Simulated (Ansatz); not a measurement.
Cost and result up the ladder for Si(NH2)2Cl2 (SiN₂Cl₂H₄) (9 atoms). Total charge 0; singlet. Geometry: PBE-D4/def2-SVP.

Cartesian coordinates in Å:
```
Si 0.2191 -0.3914 0.0480
N 0.3442 0.9626 1.0951
H -0.5077 1.3253 1.5303
H 1.1481 1.0310 1.7226
N -0.8793 -0.0047 -1.2126
H -0.6875 0.8139 -1.7958
H -1.2996 -0.7636 -1.7530
Cl -0.5266 -2.1614 0.8682
Cl 2.1892 -0.8117 -0.5029
```

Ansatz on 4 threads of Arm Neoverse V2 on a shared host. Times are rough, and most runs start from the orbitals of an earlier one. r2SCAN0-D4/def2-TZVP serves as the yardstick here, not as an exact answer. Differences are given only for rows in sets of like size (and for xTB, whose basis is part of the method), since another set adds its own error. Binding counts from free atoms at the same level (Si triplet, N quartet, H doublet, Cl doublet; other spins of the atoms weren't run), without zero-point energy or a counterpoise term.

Correlated methods freeze 17 core orbitals.

Correlated methods converge slowly with the basis.

```json
{"level": "HF/STO-3G", "functions": "41", "wall time": "0.1 s"}
{"level": "PBE-D4/def2-SVP", "functions": "102", "wall time": "0.7 s"}
{"level": "LDA (SPW92)/def2-TZVP", "functions": "197", "wall time": "0.8 s"}
{"level": "PBE0-D4/def2-SVP", "functions": "102", "wall time": "1 s"}
{"level": "PBE-D4/def2-TZVP", "functions": "197", "wall time": "1.2 s"}
{"level": "revPBE-D4/def2-TZVP (with forces)", "functions": "197", "wall time": "1.6 s"}
{"level": "PBE0-D4/def2-TZVP", "functions": "197", "wall time": "1.9 s"}
{"level": "BHLYP-D4/def2-TZVP", "functions": "197", "wall time": "2.1 s"}
{"level": "r2SCAN-D4/def2-TZVP", "functions": "197", "wall time": "2.9 s"}
{"level": "r2SCANh-D4/def2-TZVP", "functions": "197", "wall time": "3.5 s"}
{"level": "r2SCAN0-D4/def2-TZVP", "functions": "197", "wall time": "3.5 s"}
{"level": "B97M-V/def2-TZVP", "functions": "197", "wall time": "4.8 s"}
{"level": "CCSD(T)/def2-TZVP", "functions": "197", "wall time": "39 s"}
```

Task: Estimate what each level gives for the binding energy per atom (eV).

Result: 
```json
{"level": "HF/STO-3G", "binding energy per atom (eV)": "2.64", "difference from r2SCAN0-D4/def2-TZVP (eV)": "–"}
{"level": "PBE-D4/def2-SVP", "binding energy per atom (eV)": "3.67", "difference from r2SCAN0-D4/def2-TZVP (eV)": "–"}
{"level": "LDA (SPW92)/def2-TZVP", "binding energy per atom (eV)": "4.17", "difference from r2SCAN0-D4/def2-TZVP (eV)": "0.61"}
{"level": "PBE0-D4/def2-SVP", "binding energy per atom (eV)": "3.59", "difference from r2SCAN0-D4/def2-TZVP (eV)": "–"}
{"level": "PBE-D4/def2-TZVP", "binding energy per atom (eV)": "3.70", "difference from r2SCAN0-D4/def2-TZVP (eV)": "0.14"}
{"level": "revPBE-D4/def2-TZVP (with forces)", "binding energy per atom (eV)": "3.61", "difference from r2SCAN0-D4/def2-TZVP (eV)": "0.05"}
{"level": "PBE0-D4/def2-TZVP", "binding energy per atom (eV)": "3.63", "difference from r2SCAN0-D4/def2-TZVP (eV)": "0.07"}
{"level": "BHLYP-D4/def2-TZVP", "binding energy per atom (eV)": "3.51", "difference from r2SCAN0-D4/def2-TZVP (eV)": "-0.05"}
{"level": "r2SCAN-D4/def2-TZVP", "binding energy per atom (eV)": "3.63", "difference from r2SCAN0-D4/def2-TZVP (eV)": "0.07"}
{"level": "r2SCANh-D4/def2-TZVP", "binding energy per atom (eV)": "3.60", "difference from r2SCAN0-D4/def2-TZVP (eV)": "0.04"}
{"level": "r2SCAN0-D4/def2-TZVP", "binding energy per atom (eV)": "3.56", "difference from r2SCAN0-D4/def2-TZVP (eV)": "0.00"}
{"level": "B97M-V/def2-TZVP", "binding energy per atom (eV)": "3.65", "difference from r2SCAN0-D4/def2-TZVP (eV)": "0.09"}
{"level": "CCSD(T)/def2-TZVP", "binding energy per atom (eV)": "3.46", "difference from r2SCAN0-D4/def2-TZVP (eV)": "-0.10"}
```
